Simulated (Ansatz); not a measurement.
Harmonic vibrations of the cluster Ti3⁻ by finite differences.

```yaml
crystal:
  periodic: [false, false, false]
  atoms:
    - {symbol: Ti, position_ang: [0.490399, 1.235747, -0.431303]}
    - {symbol: Ti, position_ang: [-0.585530, -0.010104, 1.269061]}
    - {symbol: Ti, position_ang: [0.095131, -1.225643, -0.837758]}
basis:
  gaussian: {orbitals: def2-TZVPD}
total_charge: -1
magnetization: {spin_polarized: true, initial_magnetization: 1}
hamiltonian: {xc: r2scan, dispersion: d4}
scf: {omitted_lower_state_checks: [starts]}
phonons: {temperatures: {t_min: 298.15, t_max: 900, t_step: 200}}
```

```sh
$ ansatz run in.yaml --threads 4 --pin off --events-out ev --progress --plain --max-ram 3916MiB
```

Output, abridged:

```
Functional definition: r2SCAN
mean field -69337.49097559 eV, -2548.1057947135 hartree, gradient 2.0e-7 eV, S^2 3.575285; 1 other end points of the search recorded, 0 dependent functions left out
mean field -69337.49143853 eV, -2548.1058117262 hartree, gradient 8.1e-6 eV, S^2 3.576587; 0 other end points of the search recorded, 0 dependent functions left out
mean field -69337.49051074 eV, -2548.1057776307 hartree, gradient 7.8e-6 eV, S^2 3.573993; 0 other end points of the search recorded, 0 dependent functions left out
mean field -69337.49144328 eV, -2548.1058119010 hartree, gradient 4.1e-6 eV, S^2 3.578358; 0 other end points of the search recorded, 0 dependent functions left out
mean field -69337.49049529 eV, -2548.1057770628 hartree, gradient 4.2e-6 eV, S^2 3.572234; 0 other end points of the search recorded, 0 dependent functions left out
mean field -69337.49020601 eV, -2548.1057664320 hartree, gradient 7.8e-6 eV, S^2 3.574041; 0 other end points of the search recorded, 0 dependent functions left out
mean field -69337.49173728 eV, -2548.1058227050 hartree, gradient 8.3e-6 eV, S^2 3.576538; 0 other end points of the search recorded, 0 dependent functions left out
mean field -69337.49086392 eV, -2548.1057906098 hartree, gradient 3.1e-6 eV, S^2 3.574388; 0 other end points of the search recorded, 0 dependent functions left out
mean field -69337.49108276 eV, -2548.1057986519 hartree, gradient 3.7e-6 eV, S^2 3.576187; 0 other end points of the search recorded, 0 dependent functions left out
mean field -69337.48976454 eV, -2548.1057502082 hartree, gradient 3.1e-6 eV, S^2 3.573981; 0 other end points of the search recorded, 0 dependent functions left out
mean field -69337.49217827 eV, -2548.1058389113 hartree, gradient 3.2e-6 eV, S^2 3.576595; 0 other end points of the search recorded, 0 dependent functions left out
mean field -69337.49058299 eV, -2548.1057802857 hartree, gradient 8.3e-6 eV, S^2 3.576578; 0 other end points of the search recorded, 0 dependent functions left out
mean field -69337.49134886 eV, -2548.1058084310 hartree, gradient 2.9e-6 eV, S^2 3.574005; 0 other end points of the search recorded, 0 dependent functions left out
mean field -69337.49061959 eV, -2548.1057816306 hartree, gradient 3.4e-6 eV, S^2 3.574888; 0 other end points of the search recorded, 0 dependent functions left out
mean field -69337.49132854 eV, -2548.1058076840 hartree, gradient 3.4e-6 eV, S^2 3.575684; 0 other end points of the search recorded, 0 dependent functions left out
mean field -69337.49169972 eV, -2548.1058213249 hartree, gradient 3.0e-6 eV, S^2 3.573536; 0 other end points of the search recorded, 0 dependent functions left out
mean field -69337.49023397 eV, -2548.1057674594 hartree, gradient 2.5e-6 eV, S^2 3.577045; 0 other end points of the search recorded, 0 dependent functions left out
mean field -69337.49211760 eV, -2548.1058366817 hartree, gradient 2.0e-6 eV, S^2 3.575250; 0 other end points of the search recorded, 0 dependent functions left out
mean field -69337.48982045 eV, -2548.1057522630 hartree, gradient 3.1e-6 eV, S^2 3.575326; 0 other end points of the search recorded, 0 dependent functions left out
Total energy: -69337.50580480 eV, -2548.1063396769 hartree
Atom 0 at     0.490399     1.235747    -0.431303 Å, force     0.185537     0.189532    -0.306239 eV/Å
Atom 1 at    -0.585530    -0.010104     1.269061 Å, force    -0.043742    -0.482754    -0.153238 eV/Å
Atom 2 at     0.095131    -1.225643    -0.837758 Å, force    -0.141795     0.293222     0.459477 eV/Å
Dipole moment:     0.052647     0.126423    -0.038838 e Å
Vibrations: 134.33 159.17 189.77 cm⁻¹, zero-point energy 0.029959 eV
Checks for a lower state left out: starts
```

Run time 3 min (4 threads of AMD EPYC 7B13 on a shared host), peak host memory 0.56 GiB.

The charge -1 doublet is spin-contaminated (final ⟨S²⟩ up to 3.58, 0.75 for a pure state). The relaxation made no stability test and no search for a lower SCF solution. The geometry of the doublet was relaxed on an unsound state (⟨S²⟩ 3.74, where a pure state has 0.75). At r2SCAN-D4/def2-TZVPD a quartet of charge -1 lies 0.18 eV below the doublet, each at its own geometry. That quartet is doubtful there (⟨S²⟩ 5.42, where a pure state has 3.75). The structure comes from a short search, and lower isomers may exist.
